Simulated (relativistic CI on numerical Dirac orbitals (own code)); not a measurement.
## Hyperfine structure of Pt LXXII, mass number 195

Computed by Dirac-Coulomb-Breit CI, separate exchange-only KLI orbitals for each configuration, QED by a radiative potential, unscaled Slater integrals (own radial code, finite nucleus).

Configurations in the expansion (outside the closed core 1s2): 2s²2p³, 2s2p⁴, 2p⁵, 2p⁴3s, 2s²2p²3s, 2p⁴3p, 2p⁴3d, 2s²2p²3p, 2s²2p²3d, 2s2p³3s, 2s2p³3p, 2s2p³3d, 2s²2p²4s, 2s²2p²4p, 2s²2p²4d, 2s²2p²4f. Levels of other configurations are missing.

Nuclear spin I = 1/2, μ = 0.6073 μN (tables of Stone and Pyykkö). The electronic factors are computed for point nuclear moments, without core polarisation or the Bohr-Weisskopf and QED corrections.

```
        Level  E (10³ cm⁻¹)  A (GHz)
2s²2p³ ²D°5/2       14529.9     3356
2s²2p³ ²P°1/2       14996.8    11900
  2s2p⁴ ⁴P5/2       17391.6     8300
  2s2p⁴ ²S1/2       18322.3    36630
  2s2p⁴ ²P3/2       18333.5    -5872
2s²2p³ ²P°3/2       29375.6     1235
  2s2p⁴ ⁴P3/2       31979.1     8453
  2s2p⁴ ²D5/2       32323.4    10460
```

Levels with J = 0, under 50 % of one LS term, or S terms without an open s electron are left out. Small factors come from cancelling terms and can be off by tens of per cent or more.

At this charge energies of transitions that change n are usually good to better than 1 %, and those within a shell (Δn = 0) to a few per cent.

Q: Give the hyperfine levels of 2s²2p³ ²P°1/2 relative to its centre of gravity.

A: With K = F(F + 1) − I(I + 1) − J(J + 1), E = AK/2: F = 0: -8924, F = 1: 2975 GHz.

LS names give the leading component of a level, which can be under half, so a name can repeat, a term be missing and a line seem to break the LS rules.
